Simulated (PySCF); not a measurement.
C₄H₄ClF, SMILES C=C(Cl)/C=C\F.

Coordinates come from a PBE-D3(BJ)/def2-SVP optimisation. The structure was generated by enumeration; whether it is a known compound was not checked. One conformer was computed; it need not be the lowest.

Computed with PBE-D3(BJ)/def2-SVP (PySCF).

Frequencies are harmonic and unscaled.

Computed normal modes with their intensities:
| mode | ν (cm⁻¹) | IR (km/mol) | moving atoms (share of kinetic energy) |
|---|---|---|---|
| 1 | 67 | 0.6 | C 42 %, F 33 %, H 16 %, Cl 9 % |
| 2 | 171 | 0.7 | F 50 %, Cl 40 % |
| 3 | 312 | 1.8 | C 43 %, F 32 %, Cl 20 % |
| 4 | 322 | 9.9 | C 67 %, H 28 % |
| 5 | 379 | 3.0 | C 51 %, H 31 %, Cl 18 % |
| 6 | 590 | 1.7 | C 76 %, H 20 % |
| 7 | 627 | 21.7 | C 57 %, Cl 31 %, H 11 % |
| 8 | 658 | 1.8 | H 91 % |
| 9 | 758 | 6.5 | C 81 %, F 11 % |
| 10 | 775 | 14.7 | H 72 %, C 27 % |
| 11 | 828 | 44.6 | H 70 %, C 30 % |
| 12 | 888 | 4.1 | H 50 %, C 44 % |
| 13 | 894 | 0.2 | H 78 %, C 22 % |
| 14 | 1039 | 36.9 | H 43 %, C 36 %, F 21 % |
| 15 | 1203 | 83.7 | C 58 %, H 38 % |
| 16 | 1255 | 53.7 | H 69 %, C 18 %, F 13 % |
| 17 | 1325 | 3.8 | H 82 %, C 17 % |
| 18 | 1390 | 40.6 | H 60 %, C 38 % |
| 19 | 1600 | 5.9 | C 89 %, H 10 % |
| 20 | 1691 | 120.1 | C 94 % |
| 21 | 3096 | 1.5 | H 95 % |
| 22 | 3109 | 1.1 | H 92 % |
| 23 | 3127 | 8.0 | H 91 %, C 9 % |
| 24 | 3208 | 0.9 | H 89 %, C 11 % |
